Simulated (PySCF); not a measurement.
PySCF job for [(1R,2S)-2-fluorocyclopropyl]methanol (C₄H₇FO), SMILES OC[C@H]1C[C@@H]1F, B3LYP/pcSseg-1. Geometry optimised at PBE-D3(BJ)/def2-SVP. The values are those of a single conformer.

```python
import numpy as np
from pyscf import gto, scf, dft
from pyscf.prop.nmr import rks as nmr

mol = gto.M(
    atom='''
    O     2.41686050    0.60865395    0.20354458
    C     1.43609807   -0.13108168   -0.50299225
    C     0.13260613   -0.28742124    0.25310002
    C    -0.74254815    0.92906252    0.52702212
    C    -1.19162641   -0.12418868   -0.43772880
    F    -2.22257999   -0.94963082   -0.06956046
    H     2.56330149    0.15280616    1.05253811
    H     1.80783129   -1.14055956   -0.80998004
    H     1.25291897    0.43515634   -1.44130698
    H     0.12822832   -1.05284730    1.04973691
    H    -0.41427739    1.90560666    0.13682567
    H    -1.26634614    0.96415561    1.49431819
    H    -1.21049841    0.09490258   -1.52085087
    ''',
    basis='pcSseg-1',
    charge=0,
    spin=0,
    max_memory=1600,
    verbose=3,
)
mf = dft.RKS(mol, xc='b3lyp')
mf.grids.level = 3
mf.conv_tol = 1e-10
mf.max_cycle = 100
mf.kernel()
n = nmr.NMR(mf)
n.verbose = 2
n.max_cycle_cphf = 60
sigma = n.kernel()
print('atom   isotropic/ppm   span/ppm')
for i, s in enumerate(sigma):
    w = np.linalg.eigvalsh((s + s.T) / 2)
    print(f'{mol.atom_symbol(i):2s}{i + 1:3d} {w.mean():14.3f} {w[2] - w[0]:11.3f}')
```

Output:

```
converged SCF energy = -331.626791828398
atom   isotropic/ppm   span/ppm
O   1        283.212      92.026
C   2        108.570      66.793
C   3        153.139      87.454
C   4        164.867      66.814
C   5        101.224     138.072
F   6        391.970      98.408
H   7         31.385      18.272
H   8         26.715       9.787
H   9         28.762       8.992
H  10         30.032      11.988
H  11         30.370      12.486
H  12         30.166      12.574
H  13         27.135       9.484
```

Self-consistency was reached.

Cost: about 30 core-seconds (a rough figure).
